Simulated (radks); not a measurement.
Species: Li0.2+. Configuration: 1s1.8 2s1 (fractional occupations, a model configuration). Calculated with a radial shooting solver on a logarithmic mesh with Libxc functionals: non-relativistic Kohn-Sham, PBE, spin-unpolarised, spherical densities, point nucleus.

X-ray form factor f0, the Fourier transform of the density (f0(0) = 2.8):

sin(theta)/lambda (1/angstrom),f0 (electrons)
0.05,2.555
0.1,2.099
0.15,1.766
0.2,1.582
0.25,1.465
0.3,1.365
0.4,1.156
0.5,0.947
0.6,0.760
0.8,0.479
1,0.303
1.25,0.175
1.5,0.105
2,0.043
